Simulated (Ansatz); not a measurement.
`O[SiH](F)[O][GeH3]`, relaxed with RKS PBE-D4/def2-SVP in Ansatz 0.2.0 from a rough embedded geometry. The force threshold is 0.03 eV/Å; the program also tests the step.

Total charge 0; spin multiplicity 1.

Start:

```xyz
10

O    -1.471   -0.650    1.275
Si   -0.092    0.404    1.228
F    -0.234    1.434    2.555
O    -0.084    1.268   -0.214
Ge    0.386    0.104   -1.532
H    -1.150   -1.496    0.977
H     1.110   -0.391    1.381
H    -0.687   -1.005   -1.610
H     1.778   -0.503   -1.219
H     0.445    0.836   -2.841
```

**Question.** By how much does the energy fall, and how many steps does the optimiser take? (Best estimate.)

**Answer.** The calculation gave: 13.75 kcal/mol, in 34 steps, 5 of them rejected.

**Question.** Which bonds change most? (Best estimate.)

**Answer.** The calculation gave: O1–Si2 from 1.736 to 1.669 Å; Si2–F3 from 1.685 to 1.637 Å; Ge5–H10 from 1.500 to 1.548 Å; Si2–H7 from 1.449 to 1.488 Å.

**Question.** Give the relaxed structure. (An estimate is asked.)

**Answer.** The calculation gave: 
```xyz
10

O    -0.533   -1.308    1.090
Si    0.018    0.245    1.352
F    -1.273    1.175    1.740
O     0.723    0.748   -0.047
Ge    0.386    0.190   -1.742
H    -1.254   -1.622    1.663
H     0.988    0.375    2.473
H    -1.147    0.081   -1.948
H     1.087   -1.176   -1.947
H     1.004    1.292   -2.635
```
